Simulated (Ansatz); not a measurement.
Cartesian coordinates (Å):
SMILES: B[C@@H]1CCC[C@H](C=C)C1
```xyz
24

B     -2.7886     1.3056    -0.3841
C     -1.5368     0.3958    -0.3069
C     -1.7180    -1.0864     0.0631
C     -0.4764    -1.9225    -0.2700
C      0.7904    -1.3321     0.3600
C      1.0108     0.1396    -0.0516
C      2.2418     0.7137     0.5943
C      3.3202     1.1865    -0.0535
C     -0.2418     0.9806     0.2822
H     -2.6693     2.5197    -0.3949
H     -3.8922     0.8193    -0.5684
H     -1.4311     0.4416    -1.4438
H     -2.6189    -1.5000    -0.4353
H     -1.9139    -1.1489     1.1575
H     -0.3491    -1.9605    -1.3758
H     -0.6149    -2.9727     0.0631
H      0.7089    -1.3823     1.4702
H      1.6830    -1.9321     0.0861
H      1.1522     0.1663    -1.1572
H      2.2271     0.7376     1.7014
H      3.3737     1.1814    -1.1556
H      4.1880     1.5949     0.4875
H     -0.3494     1.0287     1.3901
H     -0.0957     2.0261    -0.0583
```
Charge 0, spin multiplicity 1.

The numbers are results of Ansatz (a quantum-chemistry and plane-wave program) with frozen-core CCSD(T)/cc-pVDZ // PBE-D3(BJ)/def2-SVP, not measurements.

The HF energy comes out as -336.34810 Ha and the MP2 correlation energy comes out as -1.20177 Ha.

**Question.** Estimate the CCSD correlation energy, the (T) correction, the total energy and the T1 diagnostic.

**Answer.** 
```json
{
  "CCSD correlation energy": "-1.30698 Ha",
  "(T) correction": "-0.04537 Ha",
  "CCSD(T) total energy": "-337.70046 Ha",
  "T1 diagnostic": "0.009"
}
```
